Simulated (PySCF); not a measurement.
Predicted microwave data (PBE0-D3(BJ)/def2-SVP geometry optimisation, gas phase (PySCF)) for one isomer of C3H7BSi:

* Rotational constants: A = 6117, B = 3651, C = 2592 MHz
* Dipole components: |μa| = 0.96 D, |μb| = 1.62 D, |μc| = 0.68 D
* Inertial defect: -26.03 u·Å²
* κ: -0.40

Question: Which structure is it? (One computed conformer of each.)
A. `[BH2:1][SiH2:2][CH:3]=[C:4]=[CH2:5]` with H–B1–Si2–C3 -74° and 99°, B1–Si2–C3–C4 -100°
B. `[BH2:1][C@H:2]1[SiH2:3][C:4]1=[CH2:5]` with H–B1–C2–Si3 -65° and 114°

Answer: B. It is B[C@H]1[SiH2]C1=C, an asymmetric top, point group C1. The candidates at the same level (rigid rotor, commonest isotopes):

| SMILES | A (MHz) | B (MHz) | C (MHz) | μa (D) | μb (D) | μc (D) | Δ (u·Å²) | point group | rotor |
| --- | --- | --- | --- | --- | --- | --- | --- | --- | --- |
| B[SiH2]C=C=C | 8488 | 1949 | 1812 | 0.29 | 0.25 | 0.11 | -39.89 | C1 | near-prolate asymmetric top |
| B[C@H]1[SiH2]C1=C | 6117 | 3651 | 2592 | 0.96 | 1.62 | 0.68 | -26.03 | C1 | asymmetric top |

`B[SiH2]C=C=C` has B 47 % too low. No structure here is proved a minimum.
